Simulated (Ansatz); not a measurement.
Consider the formal exchange of groups at the Si–C bond: `C[SiH2]/C(Cl)=C\F` + `C[NH][ZnH]` → `C[SiH2][NH][ZnH]` + `C/C(Cl)=C/F`.

Gas-phase electronic energies from Ansatz, PBE0-D4/def2-TZVP geometries. CCSD(T)/CBS adds triple-zeta CCSD(T) − MP2 to the extrapolated MP2 energy (def2 sets, frozen cores). This one scheme is used for every species. Double bonds are as drawn, so ΔE can hold a change between cis and trans. DFT in def2-TZVPP. For Zn outer-core shells are correlated without core-valence functions, which leaves a few kJ/mol of doubt a bond. Scalar relativity is left out up to krypton. One conformer a species, not always the lowest.

`C[SiH2]/C(Cl)=C\F`:

Cartesian coordinates in Å:
```
C -1.726 0.759 -0.446
Si -0.029 0.861 0.320
C 1.004 -0.599 -0.244
Cl 1.245 -0.725 -1.961
C 1.562 -1.540 0.505
F 1.436 -1.538 1.832
H -1.654 0.713 -1.535
H -2.256 -0.130 -0.098
H -2.317 1.638 -0.179
H -0.094 0.844 1.802
H 0.677 2.089 -0.133
H 2.153 -2.372 0.138
```

`C[NH][ZnH]`:

```xyz
8

C    -0.853    0.595    0.315
N     0.266   -0.312    0.413
Zn    1.380   -0.866   -0.902
H    -0.729    1.491    0.939
H    -0.974    0.946   -0.713
H    -1.805    0.128    0.600
H     0.397   -0.649    1.353
H     2.318   -1.333   -2.004
```

`C[SiH2][NH][ZnH]`:

```xyz
11

C     0.479    1.179   -0.719
Si    0.291   -0.680   -0.797
N    -0.451   -1.212    0.654
Zn   -0.982   -0.170    2.052
H    -0.491    1.676   -0.625
H     0.951    1.553   -1.631
H     1.108    1.483    0.123
H     1.638   -1.295   -1.004
H    -0.511   -1.035   -2.008
H    -0.609   -2.206    0.739
H    -1.423    0.706    3.215
```

`C/C(Cl)=C/F`:

Z-matrix (Å, degrees):
```
C
C 1 1.485
H 1 1.093 2 110.7
H 1 1.092 2 110.5 3 -120.3
H 1 1.093 2 110.7 3 119.3
Cl 2 1.723 1 116.4 3 -59.7
C 2 1.324 1 123.5 3 120.3
F 7 1.329 2 123.3 1 180.0
H 7 1.083 2 123.0 1 0.0
```

(1) Is it downhill or uphill in electronic energy at CCSD(T)/CBS, and by how much? (Best estimate.)

(2) What do these levels give: ωB97X-V, B2PLYP, CCSD/def2-TZVPP, MP2/def2-QZVPP, SCS-MP2/def2-QZVPP, HF/CBS(def2)? (Estimate.)

Largest T1 diagnostic among the species: 0.015.

## Answers

(1) The calculation gave: Downhill: ΔE = -126.8 kJ/mol.

(2) The calculation gave: ωB97X-V -121.5, B2PLYP -123.7, CCSD/def2-TZVPP -127.0, MP2/def2-QZVPP -131.3, SCS-MP2/def2-QZVPP -128.6, HF/CBS(def2) -132.4 kJ/mol.

From PBE to PBE0 (25 % exact exchange), in def2-TZVPP and without D4, ΔE moves by −7.0 kJ/mol.
